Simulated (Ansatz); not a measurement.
Complex (SMILES): C#N (CH-N) with [H][H] (H2), atoms 1 to 3 the first; geometry from B3LYP-D3(BJ)/def2-TZVP, monomers rigid:
```xyz
5

C      0.0824     0.0127    -0.2975
N     -0.1799    -0.1015     0.8121
H      0.3266     0.1188    -1.3306
H     -0.9999    -0.4792     4.2527
H     -0.8279    -0.3991     3.5322
```

Basis-set convergence of the counterpoise-corrected interaction energy at PBE0 with Ansatz (a program for electronic structure). All functions are spherical. The program fits the integrals of some runs and decomposes those of others, by size. No added dispersion term, no relativity. Functions are those of the species that has most. Reference: the value in aug-pcseg-3, -0.44 kcal/mol. Deviations are taken from unrounded values.

```tsv
basis	functions
def2-SV(P)	34
cc-pVDZ	43
def2-SVP	43
aug-pcseg-1	73
def2-TZVP	80
cc-pVTZ	102
def2-TZVPP	104
aug-pcseg-2	161
cc-pVQZ	200
def2-QZVPP	204
aug-pcseg-3	317
cc-pV5Z	347
```

Q: Which is the smallest set listed that can be trusted to 0.05 kcal/mol here, that is, within that of the reference together with its larger relatives (same family, alike in diffuse functions; a set with none to test it counts only in the reference's own line)?

A: The smallest set listed that lies within 0.05 kcal/mol of the reference with all its larger relatives (same family, alike in diffuse functions; a set with none counts only in the reference's own line) is cc-pVDZ (43 functions, -0.03 kcal/mol off), level with def2-SVP. Value minus reference: def2-SV(P) 0.09, cc-pVDZ -0.03, def2-SVP -0.03, aug-pcseg-1 0.03, def2-TZVP 0.00, cc-pVTZ -0.02, def2-TZVPP -0.01, aug-pcseg-2 0.01, cc-pVQZ 0.00, def2-QZVPP 0.00, aug-pcseg-3 0.00, cc-pV5Z 0.00 kcal/mol.
